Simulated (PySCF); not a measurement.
Calculation: PBE-D3(BJ)/def2-TZVP // r2SCAN-D4/def2-SVP (PySCF 2.14.0). All species are isolated molecules in the gas phase. 

Reference species: [Zr(Cl)4] (neutral, multiplicity 1).

| Property | Value |
|---|---|
| charge on the central atom (Mulliken) | 1.20 e |
| LUMO | -3.52 eV |

Changed species: [Zr(Cl)2(F)2] (2 of 4 Cl replaced by F; the reference has 0 of 4 Cl replaced by F).

Problem. What does the change do to the charge on the central atom (Mulliken) and LUMO?

Solution. the charge on the central atom (Mulliken) increases by 0.23 e, to 1.43 e; the LUMO rises by 0.44 eV, to -3.08 eV.
